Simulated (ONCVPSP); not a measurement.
Mo (Z = 42), ONCV: configuration errors across variants

- Element: molybdenum
- Generator: ONCVPSP 4.0.1
- Type: optimised norm-conserving Vanderbilt (ONCV)
- Functional: LDA (Perdew-Wang 92)
- Relativity: scalar-relativistic
- Frozen core: [Ar] 3d10
- Valence charge: 14
- Reference configuration: 4s2 4p6 4d5 5s1
- Partial waves: 4s+5s: rc 1.70 bohr, ncon 4, nbas 9, qcut 8.8 1/bohr, 2 projectors; 4p: rc 2.00 bohr, ncon 4, nbas 7, qcut 5.7 1/bohr, 2 projectors, debl 2.2 Ha; 4d: rc 1.65 bohr, ncon 5, nbas 8, qcut 6.2 1/bohr, 1 projector; f scattering state at 0.4 Ha: rc 1.65 bohr, ncon 4, nbas 8, qcut 6.6 1/bohr, local
- Local potential: the f channel
- Core correction: polynomial model core, fcfact 0.25

All-electron excitation energies from the reference (eV): (1) 4s2 4p6 4d5 5s0 7.178; (2) 4s2 4p6 4d4 5s0 22.879; (3) 4s2 4p6 4d3 5s0 49.841; (4) 4s2 4p6 4d5 5s0.5 2.860.

4 further variants failed, have other tests or another functional or relativity, and are left out.

Errors AE − PS in meV (a dash: test not solved or not reliable):

| change | (1) | (2) | (3) | (4) | bound ghosts | GHOST(+) flags above zero |
| --- | --- | --- | --- | --- | --- | --- |
| base | -1.6 | -2.0 | +0.1 | -0.6 | none | s |
| all radii but the core radius scaled by about 1.06 (s 1.80, p 2.12, d 1.74, f 1.74 bohr) | -1.7 | -2.4 | -0.9 | -0.6 | none | s |
| core correction polynomial model core, fcfact 0.36 | -1.6 | -2.0 | +0.1 | -0.6 | none | s |
| s: qcut 8.2 | -1.7 | -2.0 | +0.1 | -0.6 | none | none |
| s: qcut 9.6; p: qcut 6.2; d: qcut 6.7; f: qcut 7.2 | -1.5 | -1.4 | +2.2 | -0.6 | none | s |
| core correction Teter function, fcfact 1.75, rcfact 1.3 | -1.4 | -2.0 | +0.6 | -0.6 | none | s |
| f: nproj 1; local potential polynomial inside 1.25 bohr (lpopt 5, dvloc0 0 Ha) | -1.5 | -0.3 | +6.8 | -0.6 | none | s |

(1) Give the same row for: d: ncon 3, nbas 6.

Results:

(1) -1.5, -3.9, -3.0, -0.6; bound ghosts: none; GHOST(+) flags above zero: s.
